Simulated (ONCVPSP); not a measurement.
## u(r) = r·R(r): atom against pseudo-atom (B)

Columns: radius, all-electron u(r) and pseudo u(r) of the 2s shell (level -9.30 eV) of boron in the configuration [He] 2s2 2p1; BLYP, scalar-relativistic, ONCV scheme, ONCVPSP 4.0.1.

| r (bohr) | all-electron | pseudo |
| --- | --- | --- |
| 0.200 | -0.3029 | 0.0768 |
| 0.400 | -0.0874 | 0.1781 |
| 0.600 | 0.1984 | 0.3053 |
| 0.800 | 0.4332 | 0.4538 |
| 1.000 | 0.5950 | 0.5956 |
| 1.200 | 0.6899 | 0.6898 |
| 1.400 | 0.7305 | 0.7305 |
| 1.600 | 0.7316 | 0.7316 |
| 1.800 | 0.7063 | 0.7063 |
| 2.000 | 0.6645 | 0.6645 |
| 2.200 | 0.6137 | 0.6137 |
| 2.400 | 0.5589 | 0.5589 |
| 2.600 | 0.5036 | 0.5036 |
| 2.800 | 0.4501 | 0.4500 |
| 3.000 | 0.3995 | 0.3995 |
| 3.200 | 0.3527 | 0.3527 |
| 3.400 | 0.3100 | 0.3100 |
| 3.600 | 0.2715 | 0.2715 |
| 3.800 | 0.2370 | 0.2370 |
| 4.000 | 0.2063 | 0.2063 |
| 4.200 | 0.1791 | 0.1791 |
| 4.400 | 0.1552 | 0.1552 |
| 4.600 | 0.1342 | 0.1342 |
| 4.800 | 0.1158 | 0.1158 |
| 5.000 | 0.0998 | 0.0998 |
| 5.200 | 0.0859 | 0.0859 |

Task: How many radial nodes do the two functions have?

Result: The all-electron 2s function has n − l − 1 = 1; the pseudo-wave has 0, since the states of the same l below it are removed with the core.

Task: At about which radius was the pseudo-wave matched?

Result: 1.30 bohr, where the columns begin to agree (steps of 0.20 bohr).

Task: Is the pseudo-wave norm-conserving?

Result: Yes: the ONCV scheme keeps the norm inside the radius equal to the all-electron one, which fixes the energy derivative of the logarithmic derivative at the level.
